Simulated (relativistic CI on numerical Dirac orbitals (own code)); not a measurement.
Spin-allowed bands of a d7 ion in a tetrahedral site, by hand

Problem. Take Δ = 4890 cm⁻¹ and B = 670 cm⁻¹ for a d7 ion in a tetrahedral site. Calculate the three spin-allowed bands.

Working.
1. The terms of highest spin are 4F (energy 0) and 4P (15B = 10050 cm⁻¹). Here the F term splits into A2 at −1.2Δ = -5868, T2 at −0.2Δ = -978 and T1 at +0.6Δ = 2934 cm⁻¹.
2. The two T1 states mix through the element 0.4Δ: H = [[2934, 1956], [1956, 10050]], with roots ½(H₁₁ + H₂₂) ∓ ½√[(H₂₂ − H₁₁)² + 4H₁₂²] = ½(12984) ∓ ½(8120) = 2432 and 10552 cm⁻¹.
3. The ground term is 4A2 at -5868 cm⁻¹.
4. Bands: 4T2 4890 cm⁻¹ (2045 nm), 4T1(F) 8300 cm⁻¹ (1205 nm), 4T1(P) 16420 cm⁻¹ (609 nm).

Check. Exact diagonalisation of the whole d7 shell with these parameters gives 4T2 4890, 4T1 8300, 4T1 16420 cm⁻¹. The match is exact, since without spin-orbit coupling no other term has this spin. The ratio of the second band to the first, 1.697, depends on Δ/B = 7.3 alone, which is how a Tanabe-Sugano diagram is read.
